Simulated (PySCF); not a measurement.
**Ionisation energy of Dy²²⁺ by level of theory**

Dy²²⁺ [Kr] 4d8 (3F) → Dy²³⁺ [Kr] 4d7 (4F), as a difference of total energies. All numbers are calculated (PySCF 2.14, the spin-free X2C one-electron Hamiltonian (Gaussian nucleus), in an uncontracted even-tempered set (20 s from 1.4 bohr⁻², ratio 2.5; 14 p from 1.8 bohr⁻², ratio 2.5; 9 d from 1.8 bohr⁻², ratio 2.5; 4 f from 10 bohr⁻², ratio 2.7; 4 g from 15 bohr⁻², ratio 2.7)). The calculations carry no spin-orbit coupling.

| method | ionisation energy (eV) |
| --- | --- |
| UHF | 745.85 |
| M06 | 748.23 |
| PBEsol | 747.47 |

Spin-orbit coupling is strong in these open shells (close to jj coupling). The scalar numbers leave it out and a first-order estimate fails, so it can dominate the gap to the real levels.

Breit and QED terms and the two-electron picture change are absent.

For comparison: 743 ± 4 eV (theoretical estimate listed by NIST; NIST Atomic Spectra Database, ionization energies).
